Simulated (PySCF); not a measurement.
Computed shifts of a molecule C2H6BNO, KT2/pcSseg-1 (PySCF), GIAO, gas phase, equivalent atoms averaged, in ppm (number of nuclei): ¹⁵N: 70.2 (1). ¹³C: 71.3 (1), 15.4 (1). ¹H: 4.74 (2), 2.95 (1), 2.67 (1), 1.79 (2). References: ¹⁵N against NH3 (σ = 266.2 ppm); ¹¹B against BF3 (σ = 89.8 ppm); ¹³C against TMS (σ = 185.1 ppm); ¹⁷O against H2O (σ = 330.4 ppm); ¹H against TMS (σ = 31.47 ppm), references at their B3LYP-D3(BJ)/def2-TZVP geometries, non-relativistic. The structure is a stationary point at PBE0-D3(BJ)/def2-SVP. Other conformers were not sampled.

Question: Pick the molecule that these values belong to.
(A) NB1CCO1
(B) C=CB(N)O
(C) BO.CC#N
(D) NB1COC1

Answer: A, NB1CCO1
